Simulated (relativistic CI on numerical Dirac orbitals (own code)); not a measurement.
Ligand-field terms of d5

Computed with a parametric ligand-field model of a d^n configuration (Racah B and C, spin-orbit zeta, crystal field), exact diagonalisation.

Field parameters in Wybourne normalisation: Oh B⁴₀ = 21Dq, B⁴₄ = √(5/14) B⁴₀. The field is a parameter set, without covalency.

**Question.** Ground term and bands for B = 980, C = 3520, ζ = 0 cm⁻¹, Oh, 10Dq = 17850 cm⁻¹?

**Answer.** Ground term 6A1 with 2.00 electrons in the two orbitals of the cubic e set. Spin-allowed: none. Lowest spin-forbidden: 2T2 10772 cm⁻¹ (928 nm), 4T1 12268 cm⁻¹ (815 nm), 4T2 18729 cm⁻¹ (534 nm). A high-spin d5 ion has no spin-allowed d-d band, hence its pale colour.

**Question.** Ground term and bands for B = 620, C = 2460, ζ = 0 cm⁻¹, Oh, 10Dq = 16700 cm⁻¹?

**Answer.** Ground term 2T2 with 0.07 electrons in the two orbitals of the cubic e set. Spin-allowed: 2A2 13856 cm⁻¹ (722 nm), 2T1 14079 cm⁻¹ (710 nm), 2T2 15514 cm⁻¹ (645 nm), 2E 16897 cm⁻¹ (592 nm). Lowest spin-forbidden: 6A1 1369 cm⁻¹, 4T1 5212 cm⁻¹ (1919 nm), 4T2 9628 cm⁻¹ (1039 nm).

**Question.** A d5 ion in Oh symmetry has the ground term 2T2 and bands at 4T1 7654 cm⁻¹ (1307 nm), 6A1 9783 cm⁻¹ (1022 nm), 4T2 10567 cm⁻¹ (946 nm), 2A2 13014 cm⁻¹ (768 nm), 2T1 13156 cm⁻¹ (760 nm), 2T2 14170 cm⁻¹ (706 nm), 2E 15022 cm⁻¹ (666 nm). Which parameters reproduce them?

**Answer.** B = 390, C = 1520, ζ = 0 cm⁻¹, Oh, 10Dq = 14950 cm⁻¹.

**Question.** Ground term and bands for B = 940, C = 4850, ζ = 0 cm⁻¹, Oh, 10Dq = 32100 cm⁻¹?

**Answer.** Ground term 2T2 with 0.06 electrons in the two orbitals of the cubic e set. Spin-allowed: 2A2 26809 cm⁻¹ (373 nm), 2T1 27101 cm⁻¹ (369 nm), 2T2 29493 cm⁻¹ (339 nm), 2E 31934 cm⁻¹ (313 nm). Lowest spin-forbidden: 6A1 4573 cm⁻¹ (2187 nm), 4T1 10314 cm⁻¹ (970 nm), 4T2 17079 cm⁻¹ (585 nm).

**Question.** Ground term and bands for B = 490, C = 1820, ζ = 0 cm⁻¹, Oh, 10Dq = 20450 cm⁻¹?

**Answer.** Ground term 2T2 with 0.04 electrons in the two orbitals of the cubic e set. Spin-allowed: 2A2 18031 cm⁻¹ (555 nm), 2T1 18213 cm⁻¹ (549 nm), 2T2 19517 cm⁻¹ (512 nm), 2E 20546 cm⁻¹ (487 nm). Lowest spin-forbidden: 4T1 11567 cm⁻¹ (865 nm), 4T2 15266 cm⁻¹ (655 nm), 6A1 16425 cm⁻¹ (609 nm).
